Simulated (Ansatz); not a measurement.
Si₄Ge⁻. The state is a doublet with charge -1. Geometry B3LYP-D4/def2-SVPD, basis def2-TZVPD, Ansatz.

| atom | x (Å) | y (Å) | z (Å) |
| --- | --- | --- | --- |
| Si1 | 3.037 | -0.079 | 1.423 |
| Si2 | 1.058 | -0.026 | 0.500 |
| Si3 | -0.335 | -0.698 | -1.260 |
| Si4 | -2.504 | 0.010 | -1.260 |
| Ge5 | -1.257 | 0.793 | 0.598 |

```json
{"run": "A", "HOMO (eV)": "-1.06", "LUMO (eV)": "0.88"}
{"run": "B", "HOMO (eV)": "-1.46", "LUMO (eV)": "1.17"}
{"run": "C", "HOMO (eV)": "-0.57", "LUMO (eV)": "0.33"}
{"run": "D", "HOMO (eV)": "-1.28", "LUMO (eV)": "1.05"}
{"run": "E", "HOMO (eV)": "-0.83", "LUMO (eV)": "0.53"}
```

B3LYP takes the VWN-RPA correlation. Another isomer (doublet) lies 1.71 eV lower at PBE0-D4/def2-TZVPD; other spin states weren't run for this one.

HOMO and LUMO are taken over both spins.

Problem. The runs used B3LYP, PBE, PBE0, r2SCAN, r2SCAN0. Estimate which is which.

Solution. A B3LYP (20 % exact exchange); B r2SCAN0 (25 % exact exchange); C PBE (0 % exact exchange); D PBE0 (25 % exact exchange); E r2SCAN (0 % exact exchange). Exact exchange lowers occupied and raises empty levels; among semilocal functionals meta-GGAs tend to open the gap a little, and such runs are hard to tell apart. The gap grows from 0.90 eV (PBE) to 2.63 eV (r2SCAN0). At r2SCAN0-D4/def2-TZVPD, PBE0-D4/def2-TZVPD the charge -1 doublet is spin-contaminated (final ⟨S²⟩ up to 1.00, 0.75 for a pure state).
